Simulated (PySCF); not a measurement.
A GIAO shielding run with PySCF 2.14 (density fitting, non-relativistic, gas phase) on `C=C(C)[Si@@H](C#N)C[C@@H](F)[SiH3]`, C₆H₁₂FNSi₂:

```
$ OMP_NUM_THREADS=1 python probes_run.py task.json out

{"job": {"kind": "nmr", "xc": "PBE0", "basis": "pcSseg-1"}, "charge": 0, "multiplicity": 1}
C     -1.781763     2.005595    -0.425169
C     -1.753416     0.688400    -0.267250
C     -2.473559    -0.228156    -1.212756
Si    -0.773624    -0.114664     1.140305
C     -1.748222    -1.620058     1.680288
N     -2.355890    -2.538595     1.995607
C      0.887235    -0.790929     0.471952
C      1.751368     0.317325    -0.111997
F      1.936809     1.296386     0.867095
Si     3.482978    -0.267233    -0.712145
H     -1.267875     2.672295     0.246861
H     -2.322517     2.474221    -1.234490
H     -1.773024    -0.913527    -1.689794
H     -3.198804    -0.832017    -0.668625
H     -2.993159     0.334849    -1.985561
H     -0.604029     0.748983     2.308438
H      0.722891    -1.537675    -0.305969
H      1.437403    -1.283679     1.275364
H      1.203579     0.830640    -0.912990
H      4.093846    -1.039806     0.367757
H      4.271380     0.917702    -1.035904
H      3.247982    -1.100671    -1.892552
```

Hardware: 1 thread of an AMD EPYC, shared host. The job also computes population analyses, field gradients.

(1) How large is the calculation?

(2) How long does it take, and how much memory does it need?

## Answers

(1) 92 electrons, 244 basis functions and 1305 auxiliary functions.

(2) 3.5 min of wall time, with 14 SCF cycles and 5 response iterations; peak memory 1.1 GiB. Times on a shared host scatter by some tens of per cent.
